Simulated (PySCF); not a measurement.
# Simulated absorption spectrum

Species: C6H10OP (charge +1).
Bonds: C1–C2, C2–P3, P3–C4, C4–C5 (aromatic), C5–C6 (aromatic), C6–O7 (aromatic), O7–C8 (aromatic), C4–C8 (aromatic). Hydrogens: H9, H10, H11 on C1; H12, H13 on C2; H14, H15 on P3; H16 on C5; H17 on C6; H18 on C8.

Level of theory: TDDFT PBE0/def2-SVPD, vertical, gas phase, core orbitals frozen in the response (PySCF). Geometry: GFN2-xTB, one conformer, isolated ion. Torsions of this conformer, `[CH3:1][CH2:2][PH2+:3][c:4]1[cH:5][cH:6][o:7][cH:8]1`: C1–C2–P3–C4 -58°, C2–P3–C4–C5 -55°.

Computed states:

| state | E (eV) | f |
| --- | --- | --- |
| S1 | 5.63 | 0.065 |
| S2 | 6.03 | 0.013 |
| S3 | 6.30 | 0.0013 |
| S4 | 6.56 | 0.092 |
| S5 | 6.93 | 0.0087 |
| S6 | 7.06 | 0.176 |
| S7 | 7.34 | 0.098 |
| S8 | 7.55 | 0.075 |

Broadening: Gaussians 0.5 eV wide at half height, area fixed by f = 4.319×10⁻⁹ ∫ε dν̃. The width is an assumption, not a result. The curve ends short of the highest state used, and states not computed would add to its high-energy end.

Task: Give the broadened spectrum and its maxima.

Result: 
```json
{"λ (nm)": "178.4", "ε (L mol⁻¹ cm⁻¹)": "10751"}
{"λ (nm)": "179.8", "ε (L mol⁻¹ cm⁻¹)": "9562"}
{"λ (nm)": "181.2", "ε (L mol⁻¹ cm⁻¹)": "8466"}
{"λ (nm)": "182.6", "ε (L mol⁻¹ cm⁻¹)": "7581"}
{"λ (nm)": "183.9", "ε (L mol⁻¹ cm⁻¹)": "6980"}
{"λ (nm)": "185.3", "ε (L mol⁻¹ cm⁻¹)": "6537"}
{"λ (nm)": "186.7", "ε (L mol⁻¹ cm⁻¹)": "6222"}
{"λ (nm)": "188.1", "ε (L mol⁻¹ cm⁻¹)": "5934"}
{"λ (nm)": "189.4", "ε (L mol⁻¹ cm⁻¹)": "5620"}
{"λ (nm)": "190.8", "ε (L mol⁻¹ cm⁻¹)": "5190"}
{"λ (nm)": "192.2", "ε (L mol⁻¹ cm⁻¹)": "4663"}
{"λ (nm)": "193.6", "ε (L mol⁻¹ cm⁻¹)": "4071"}
{"λ (nm)": "194.9", "ε (L mol⁻¹ cm⁻¹)": "3506"}
{"λ (nm)": "196.3", "ε (L mol⁻¹ cm⁻¹)": "2930"}
{"λ (nm)": "197.7", "ε (L mol⁻¹ cm⁻¹)": "2430"}
{"λ (nm)": "199.1", "ε (L mol⁻¹ cm⁻¹)": "2030"}
{"λ (nm)": "200.4", "ε (L mol⁻¹ cm⁻¹)": "1760"}
{"λ (nm)": "201.8", "ε (L mol⁻¹ cm⁻¹)": "1576"}
{"λ (nm)": "203.2", "ε (L mol⁻¹ cm⁻¹)": "1494"}
{"λ (nm)": "204.6", "ε (L mol⁻¹ cm⁻¹)": "1503"}
{"λ (nm)": "205.9", "ε (L mol⁻¹ cm⁻¹)": "1582"}
{"λ (nm)": "207.3", "ε (L mol⁻¹ cm⁻¹)": "1734"}
{"λ (nm)": "208.7", "ε (L mol⁻¹ cm⁻¹)": "1944"}
{"λ (nm)": "210.0", "ε (L mol⁻¹ cm⁻¹)": "2179"}
{"λ (nm)": "211.4", "ε (L mol⁻¹ cm⁻¹)": "2461"}
{"λ (nm)": "212.8", "ε (L mol⁻¹ cm⁻¹)": "2755"}
{"λ (nm)": "214.2", "ε (L mol⁻¹ cm⁻¹)": "3039"}
{"λ (nm)": "215.5", "ε (L mol⁻¹ cm⁻¹)": "3271"}
{"λ (nm)": "216.9", "ε (L mol⁻¹ cm⁻¹)": "3469"}
{"λ (nm)": "218.3", "ε (L mol⁻¹ cm⁻¹)": "3593"}
{"λ (nm)": "219.7", "ε (L mol⁻¹ cm⁻¹)": "3631"}
{"λ (nm)": "221.0", "ε (L mol⁻¹ cm⁻¹)": "3586"}
{"λ (nm)": "222.4", "ε (L mol⁻¹ cm⁻¹)": "3455"}
{"λ (nm)": "223.8", "ε (L mol⁻¹ cm⁻¹)": "3247"}
{"λ (nm)": "225.2", "ε (L mol⁻¹ cm⁻¹)": "2979"}
{"λ (nm)": "226.5", "ε (L mol⁻¹ cm⁻¹)": "2691"}
{"λ (nm)": "227.9", "ε (L mol⁻¹ cm⁻¹)": "2360"}
{"λ (nm)": "229.3", "ε (L mol⁻¹ cm⁻¹)": "2023"}
{"λ (nm)": "230.7", "ε (L mol⁻¹ cm⁻¹)": "1697"}
{"λ (nm)": "232.0", "ε (L mol⁻¹ cm⁻¹)": "1415"}
{"λ (nm)": "233.4", "ε (L mol⁻¹ cm⁻¹)": "1140"}
{"λ (nm)": "234.8", "ε (L mol⁻¹ cm⁻¹)": "901"}
{"λ (nm)": "236.2", "ε (L mol⁻¹ cm⁻¹)": "699"}
{"λ (nm)": "237.5", "ε (L mol⁻¹ cm⁻¹)": "543"}
{"λ (nm)": "238.9", "ε (L mol⁻¹ cm⁻¹)": "407"}
{"λ (nm)": "240.3", "ε (L mol⁻¹ cm⁻¹)": "300"}
{"λ (nm)": "241.7", "ε (L mol⁻¹ cm⁻¹)": "217"}
{"λ (nm)": "243.0", "ε (L mol⁻¹ cm⁻¹)": "159"}
{"λ (nm)": "244.4", "ε (L mol⁻¹ cm⁻¹)": "112"}
{"λ (nm)": "245.8", "ε (L mol⁻¹ cm⁻¹)": "77"}
{"λ (nm)": "247.2", "ε (L mol⁻¹ cm⁻¹)": "53"}
{"λ (nm)": "248.5", "ε (L mol⁻¹ cm⁻¹)": "37"}
{"λ (nm)": "249.9", "ε (L mol⁻¹ cm⁻¹)": "24"}
{"λ (nm)": "251.3", "ε (L mol⁻¹ cm⁻¹)": "16"}
{"λ (nm)": "252.7", "ε (L mol⁻¹ cm⁻¹)": "10"}
{"λ (nm)": "254.0", "ε (L mol⁻¹ cm⁻¹)": "7"}
```

Maxima: 220 nm (5.65 eV), ε about 3600, made up of S1 (96%) (ε in L mol⁻¹ cm⁻¹; maxima over ε = 5, shares over 10%). At its high-energy end, 6.95 eV, the curve is still rising (ε about 11000, from S6).

Task: On this curve, what absorbance would a 10⁻⁴ mol/L sample give at 193 nm over a 1 cm path?

Result: 193 nm is 6.424 eV, where ε is about 4300 L mol⁻¹ cm⁻¹, so A = ε c l ≈ 0.43 (Beer–Lambert, with the gas-phase spectrum and the assumed width).

Task: Coming from long wavelengths, where does ε first pass 100 L mol⁻¹ cm⁻¹?

Result: At about 245 nm (5.07 eV), 0.57 eV below S1.

Task: Does any computed singlet lie in the visible range?

Result: No computed singlet lies in the visible range (380 to 750 nm); the lowest, at 220 nm, stands 2.37 eV above its violet end (3.26 eV).

Cost: about 2 min of CPU time on one thread; the machine was shared, so the figure is rough.
